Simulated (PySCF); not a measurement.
**Does the structure fit the spectrum?**

A compound C₄H₃FN₂ gives the data below (simulated from a calculation) and was assigned the structure `Fc1ccnnc1`.

13C{1H} NMR (computed): δ 117.9 (C, d, J = 33.3 Hz, 2C), 74.8 (C, d, J = 249.4 Hz), 30.7 (CH3, d, J = 25.4 Hz).

1H NMR (400 MHz, computed): δ 2.13 (d, J = 18.8 Hz, 3H).

Gas phase, non-relativistic, one computed conformer, averaged over atoms made equivalent by symmetry, fast rotation or ring inversion. GFN2-xTB structure; J: B3LYP/pcJ-1 (spin–dipole term only in couplings to heteroatoms); NMR shieldings at PBE0/pcSseg-1/GIAO; PySCF 2.14.

Chemical shifts δ = σref − σ; 1H and 13C vs TMS, all at this level.

Problem. Compare with the shifts computed for the proposed structure, pairing carbons in order of shift.

Solution. Structure with atom numbers: `[F:1][c:2]1[cH:3][cH:4][n:5][n:6][cH:7]1`; H(Xn) means a hydrogen on atom n.

| atom | computed for proposal | given list | difference |
| --- | --- | --- | --- |
| C2 | 172.1 | 117.9 | +54.2 |
| C4 | 155.8 | 117.9 | +37.9 |
| C7 | 147.1 | 74.8 | +72.3 |
| C3 | 117.1 | 30.7 | +86.4 |

The rms difference is 65.3 ppm and the largest +86.4 ppm at C3 (aromatic CH). The proposal also would give 4 carbon signals, not 3. The carbon types in order of shift don't match either: C, CH, CH, CH for the proposal against C, C, C, CH3 in the data. The proposal doesn't fit.

Problem. Which isomer fits?

Solution. `CC(F)(C#N)C#N`.

- Carbon types of the structure: 3 × C, 1 × CH3, which accounts for all hydrogens.
- δC 117.9: nitrile carbon; typical of a nitrile.
- δC 74.8: fully substituted sp3 carbon bonded to F, α to a nitrile; deshielded by the electronegative neighbour.
- δC 30.7: methyl carbon; saturated and bonded to C and H only.
- δH 2.13: hydrogen on a methyl carbon.

The shifts were computed for this structure.

Common functionals overestimate the size of one-bond C–F couplings by tens of Hz; these are unscaled. Splittings below 1 Hz are ignored in the labels, and close J values are merged. Shifts are as computed. Against solution values, carbons near 30 ppm lie about +3 ppm off and those near 130 ppm about +5 ppm. Of 1211 compounds with measured shifts, 218 miss one by over three times the rms of a fit or turn the order of signals round; such compounds aren't used in these exercises.
